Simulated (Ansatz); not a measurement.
C$_{2}$H$_{4}$B$_{2}$, SMILES `BB1C=C1` at its PBE0-D4/def2-TZVP geometry, where that method's forces vanish. The species carries charge 0 and has multiplicity 1.

```json
{"atom": "B1", "x (Å)": "0.517", "y (Å)": "-0.133", "z (Å)": "1.605"}
{"atom": "B2", "x (Å)": "0.020", "y (Å)": "-0.005", "z (Å)": "0.061"}
{"atom": "C3", "x (Å)": "-0.979", "y (Å)": "-0.146", "z (Å)": "-1.032"}
{"atom": "C4", "x (Å)": "0.204", "y (Å)": "0.345", "z (Å)": "-1.372"}
{"atom": "H5", "x (Å)": "0.371", "y (Å)": "0.761", "z (Å)": "2.389"}
{"atom": "H6", "x (Å)": "1.047", "y (Å)": "-1.125", "z (Å)": "2.016"}
{"atom": "H7", "x (Å)": "-1.942", "y (Å)": "-0.410", "z (Å)": "-1.445"}
{"atom": "H8", "x (Å)": "0.760", "y (Å)": "0.713", "z (Å)": "-2.223"}
```

(1) For each bond, give half the difference of the two atoms' forces along it (eV/Å; positive pushes the atoms apart) under PBE-D4, r2SCAN-D4, B3LYP-D4, ωB97M-V in def2-TZVPP. (An estimate is asked.)

## Answers

(1) The calculation gave: 
```tsv
bond	length (Å)	PBE-D4	r2SCAN-D4	B3LYP-D4	ωB97M-V
B1–B2	1.627	-0.51	-0.23	-0.02	0.16
B1–H5	1.198	0.14	0.01	-0.08	-0.14
B1–H6	1.198	0.14	0.01	-0.08	-0.14
B2–C3	1.487	0.50	0.23	0.10	0.00
B2–C4	1.487	0.50	0.23	0.10	0.00
C3–C4	1.326	0.34	0.07	0.07	0.17
C3–H7	1.081	-0.07	-0.07	-0.09	-0.13
C4–H8	1.081	-0.07	-0.07	-0.09	-0.13
```

B3LYP here is the variant with VWN-RPA as its local correlation; programs differ in this.

Program: Ansatz 0.2.0.
